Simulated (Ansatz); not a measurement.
**Ligand exchange: Si(CH3)2(SiH3)Cl + KOH → Si(CH3)2(OH)(SiH3) + KCl**

Species: Si(CH3)2(SiH3)Cl, singlet; KOH `[OH][K]`, singlet; Si(CH3)2(OH)(SiH3), singlet; KCl, singlet. The partners trade Cl for OH: Si–Cl and K–OH bonds give way to Si–OH and K–Cl.

Shapes, held fixed at every level: PBE0-D4/def2-TZVP. Flexible molecules stand in one conformer, not always the lowest. Programs: Ansatz 0.2.0. Electronic energies: no zero-point or thermal term.

```csv
level,kind,ΔE (kJ/mol),less CCSD(T)/def2-TZVPP
HF/def2-TZVPP,Hartree–Fock,-176.9,-35.1
r2SCAN-D4/def2-TZVPP,meta-GGA,-138.8,+3.0
B3LYP-D4/def2-TZVPP,global hybrid,-136.3,+5.5
wB97M-V/def2-TZVPP,range-separated hybrid,-138.6,+3.2
B2PLYP/def2-TZVPP,double hybrid,-138.8,+3.0
MP2/def2-TZVPP,perturbation theory,-133.6,+8.2
CCSD/def2-TZVPP,coupled cluster or CI,-146.6,-4.8
CCSD(T)/def2-TZVPP,coupled cluster or CI,-141.8,0.0
```

The highest level, CCSD(T)/def2-TZVPP, gives ΔE = -141.8 kJ/mol; the levels span -176.9 to -133.6. The column of differences is taken from that level and isn't an error. No measured value is set beside it here. Outer-core shells of K are correlated in most correlated rows, in sets that cover them unevenly.
